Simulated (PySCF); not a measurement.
BrH4InN2, SMILES [NH2][In]([NH2])[Br].

The structure is a stationary point at PBE-D3(BJ)/def2-SVP. The def2 effective core potentials stand for the cores of In; spin–orbit coupling is left out. Other conformers were not sampled.

Level of theory: PBE-D3(BJ)/def2-SVP run with PySCF 2.14.0.

Frequencies are harmonic and unscaled.

```json
[
 {"mode": "1", "ν (cm⁻¹)": "87", "IR (km/mol)": "2.2", "moving atoms (share of kinetic energy)": "N 52 %, In 18 %, Br 17 %, H 13 %"},
 {"mode": "2", "ν (cm⁻¹)": "105", "IR (km/mol)": "4.4", "moving atoms (share of kinetic energy)": "N 67 %, H 22 %"},
 {"mode": "3", "ν (cm⁻¹)": "118", "IR (km/mol)": "3.8", "moving atoms (share of kinetic energy)": "N 50 %, In 32 %, H 14 %"},
 {"mode": "4", "ν (cm⁻¹)": "162", "IR (km/mol)": "1.8", "moving atoms (share of kinetic energy)": "H 96 %"},
 {"mode": "5", "ν (cm⁻¹)": "224", "IR (km/mol)": "4.5", "moving atoms (share of kinetic energy)": "H 54 %, Br 27 %, In 14 %"},
 {"mode": "6", "ν (cm⁻¹)": "244", "IR (km/mol)": "63.6", "moving atoms (share of kinetic energy)": "H 40 %, Br 35 %, In 22 %"},
 {"mode": "7", "ν (cm⁻¹)": "478", "IR (km/mol)": "126.7", "moving atoms (share of kinetic energy)": "H 50 %, N 46 %"},
 {"mode": "8", "ν (cm⁻¹)": "478", "IR (km/mol)": "100.3", "moving atoms (share of kinetic energy)": "N 73 %, H 23 %"},
 {"mode": "9", "ν (cm⁻¹)": "603", "IR (km/mol)": "83.4", "moving atoms (share of kinetic energy)": "H 70 %, N 28 %"},
 {"mode": "10", "ν (cm⁻¹)": "607", "IR (km/mol)": "2.2", "moving atoms (share of kinetic energy)": "H 43 %, N 43 %, In 14 %"},
 {"mode": "11", "ν (cm⁻¹)": "769", "IR (km/mol)": "4.4", "moving atoms (share of kinetic energy)": "H 92 %"},
 {"mode": "12", "ν (cm⁻¹)": "821", "IR (km/mol)": "63.8", "moving atoms (share of kinetic energy)": "H 90 %, N 9 %"},
 {"mode": "13", "ν (cm⁻¹)": "1471", "IR (km/mol)": "4.7", "moving atoms (share of kinetic energy)": "H 91 %, N 9 %"},
 {"mode": "14", "ν (cm⁻¹)": "1484", "IR (km/mol)": "16.1", "moving atoms (share of kinetic energy)": "H 92 %"},
 {"mode": "15", "ν (cm⁻¹)": "3414", "IR (km/mol)": "25.0", "moving atoms (share of kinetic energy)": "H 96 %"},
 {"mode": "16", "ν (cm⁻¹)": "3415", "IR (km/mol)": "3.1", "moving atoms (share of kinetic energy)": "H 96 %"},
 {"mode": "17", "ν (cm⁻¹)": "3518", "IR (km/mol)": "5.6", "moving atoms (share of kinetic energy)": "H 92 %, N 8 %"},
 {"mode": "18", "ν (cm⁻¹)": "3518", "IR (km/mol)": "14.8", "moving atoms (share of kinetic energy)": "H 92 %, N 8 %"}
]
```
